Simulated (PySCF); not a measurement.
# SMILES c1cncc2cccc-2c1, C$_{9}$H$_{7}$N

Cartesian coordinates in Å; atom numbers follow the order of the lines, from 1:
```xyz
17

C    -2.0125   -1.0301   -0.1581
C    -2.5000    0.2817   -0.1285
N    -1.8986    1.4653   -0.0827
C    -0.5906    1.6792   -0.0527
C     0.4924    0.7990   -0.0589
C     1.8453    1.1700   -0.0237
C     2.6241    0.0017   -0.0434
C     1.7909   -1.1262   -0.0912
C     0.4577   -0.6865   -0.1028
C    -0.6871   -1.4695   -0.1465
H    -2.7829   -1.8052   -0.1950
H    -3.5966    0.3576   -0.1464
H    -0.3168    2.7440   -0.0166
H     2.2159    2.1942    0.0128
H     3.7147   -0.0247   -0.0244
H     2.1106   -2.1676   -0.1156
H    -0.5304   -2.5532   -0.1753
```

Theory: PySCF 2.14.0, quadratic response CAM-B3LYP/aug-cc-pVDZ first hyperpolarisability, Taylor convention, gas phase. Geometry: PBE0-D3(BJ)/def2-SVP.

Q: Give the tensor of the static β(0;0,0) in the axes of these coordinates.

A: In au, Taylor convention; rows are the first index (the induced dipole):
|  | xx | yy | zz | xy | xz | yz |
| --- | --- | --- | --- | --- | --- | --- |
| x | +311.0 | +20.4 | -46.6 | +66.0 | +9.3 | +2.8 |
| y | +66.0 | -10.4 | +18.3 | +20.4 | +2.8 | -1.0 |
| z | +9.3 | -1.0 | -0.9 | +2.8 | -46.6 | +18.3 |

Norm of βᵢ = ⅓ Σⱼ (βᵢⱼⱼ + βⱼᵢⱼ + βⱼⱼᵢ): 294.4 au, hyper-Rayleigh value 133.9 au.
